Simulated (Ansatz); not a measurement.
Consider the hydrogenolysis of a C–O bond: `OC(O)(O)[SiH3]` + H₂ → `OC(O)[SiH3]` + H₂O.

Program: Ansatz. Geometries: PBE0-D4/def2-TZVP. ΔE: electronic, gas phase. CBS: MP2 limit from def2 TZ/QZ plus the TZ coupled-cluster correction, frozen cores. This one scheme is used for every species. Each species was taken in one conformer, which may not be the lowest.

```csv
species,CCSD/def2-TZVPP energy (Eh)
`OC(O)(O)[SiH3]`,-556.04642
H₂,-1.17233
`OC(O)[SiH3]`,-480.90992
H₂O,-76.32939
```

(1) Work out ΔE.

Largest T1 diagnostic among the species: 0.012.

Answers

(1) ΔE = (-480.90992) + (-76.32939) − (-556.04642) − (-1.17233) = -0.02056 Eh = -0.56 eV. CCSD(T)/CBS gives -0.55 eV.

From PBE to PBE0 (25 % exact exchange), in def2-TZVPP and without D4, ΔE moves by −0.04 eV. In def2-TZVPP, CCSD(T) changes the Hartree–Fock value by +0.10 eV (the triples alone add +0.05 eV) and MP2 by +0.10 eV. The D4 term adds +0.07 eV with B3LYP and +0.03 eV with PBE0; it sums over pairs of atoms, weighted by their polarisabilities, and B3LYP, whose exchange is more repulsive, gets the larger term.

B3LYP here is the variant with VWN-RPA as its local correlation; programs differ in this.
